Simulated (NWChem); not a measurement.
Molecule: CH$_{6}$OSi$_{2}$; SMILES [SiH3][SiH2]C=O

```xyz
10

O      0.7849    -2.3200    -0.3160
C      0.1287    -1.6669     0.4718
Si    -0.8919    -0.1139    -0.0804
Si     0.4774     1.8001    -0.0031
H      0.1253    -1.9486     1.5544
H     -2.0468     0.0545     0.8492
H     -1.3936    -0.3582    -1.4577
H     -0.3093     3.0078    -0.3766
H      1.6222     1.6589    -0.9417
H      1.0102     1.9895     1.3744
```
Atoms are numbered in this order, from 1.

All runs: NWChem. Pople sets run with spherical d functions. Geometry: optimised at B3LYP/6-31G* (spherical d). Level: B3LYP/6-31G* with SMD (1 M gas to 1 M solution), gas-phase geometry. Reactions with the solvent are ignored.

For solvent water:

| Quantity | Value |
|---|---|
| solvation free energy (kcal/mol) | 0.7 |
| cavity-dispersion-structure term (kcal/mol) | 5.3 |
| dipole in solution (D) | 2.95 |

Task: Estimate the same quantities for solvent toluene.

Result: The solvation free energy (kcal/mol) comes out as -2.0. The cavity-dispersion-structure term (kcal/mol) is -0.5 and the dipole in solution (D) is 2.35.
